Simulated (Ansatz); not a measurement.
`F[SiH2][SiH](Cl)Cl` + H₂O → `O[SiH2]F` + `Cl[SiH2]Cl` at 700 K and 1 bar (formal hydrolysis of the Si–Si bond).

Calculated with Ansatz (gas phase, PBE0-D4/def2-TZVP geometries, no zero-point term in ΔE). CCSD(T)/CBS is the MP2 limit (def2-TZVPP, def2-QZVPP) plus CCSD(T) − MP2 in def2-TZVPP, frozen cores. This one scheme is used for every species. Each species was taken in one conformer, which may not be the lowest.

```tsv
species	CCSD(T)/CBS energy (Eh)	H − E (kJ/mol)	S (J/(mol·K))
`F[SiH2][SiH](Cl)Cl`	-1599.46845	162.0	490.0
H₂O	-76.37941	80.5	218.4
`O[SiH2]F`	-465.96250	137.3	346.2
`Cl[SiH2]Cl`	-1209.93203	98.0	351.1
```

H − E and S are ideal-gas, rigid-rotor, harmonic terms from PBE0-D4/def2-TZVP, for one conformer and one mirror image of each species. 1 Eh = 2625.50 kJ/mol, R = 8.31446 J/(mol·K).

Q: By hand: ΔE, ΔH, ΔS and ΔG.

A: ΔE = (-465.96250) + (-1209.93203) − (-1599.46845) − (-76.37941) = -0.04667 Eh = -122.5 kJ/mol. Δ(H − E) = 137.3 + 98.0 − 162.0 − 80.5 = -7.2, so ΔH = -129.7 kJ/mol. ΔS = 346.2 + 351.1 − 490.0 − 218.4 = -11.1 J/(mol·K). ΔG = -129.7 − 700 × (-11.1)/1000 = -121.9 kJ/mol.

Q: By hand: the equilibrium constant, and the temperature at which ΔG would vanish if ΔH and ΔS stayed fixed.

A: log₁₀ K = −ΔG/(RT ln 10) = 9.1. ΔG = 0 at ΔH/ΔS = 11685 K, far beyond where these terms or the molecules hold.

The number of gas molecules stays the same, so ΔS is small and ΔH decides. A doubt of 5 kJ/mol in ΔE shifts log₁₀ K by 0.4 here. Other conformers and mirror images would add mixing entropy, several J/(mol·K) or more a flexible species. Modes under 60 cm⁻¹, often nearly free rotors, make the harmonic entropy too high. These are equilibria of isolated gas molecules and say nothing of rates. Largest T1 diagnostic: 0.011 (customary marks: 0.02 for closed shells, 0.045 for open ones).
